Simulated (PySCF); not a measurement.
H₂Se, SMILES [SeH2].

The structure is a stationary point at ωB97X-D3(BJ)/def2-TZVPD.

Vertical ionisation energy (IE) and electron affinity (EA) in eV. Rows of orbital energies are one-electron estimates. Where ΔSCF, EOM or ADC give a negative EA the extra electron is unbound and the value depends on the basis.

```tsv
level	IE	EA
−ε(HOMO), −ε(LUMO), M06-2X/def2-TZVPD (PySCF)	8.27	-0.31
−ε(HOMO), −ε(LUMO), CAM-B3LYP/def2-TZVPD (PySCF)	8.47	-0.48
EOM-CCSD/aug-cc-pVDZ (PySCF)	9.60	-0.62
ADC(2)/aug-cc-pVDZ (PySCF)	9.36	-0.61
```

Beyond the first one, list the lowest photoelectron lines from ADC(2)/aug-cc-pVDZ (PySCF) with their pole strengths (two spins summed). (Estimate from the structure and the level; the computed values follow.)

12.47 eV (1.85), 14.53 eV (1.85).
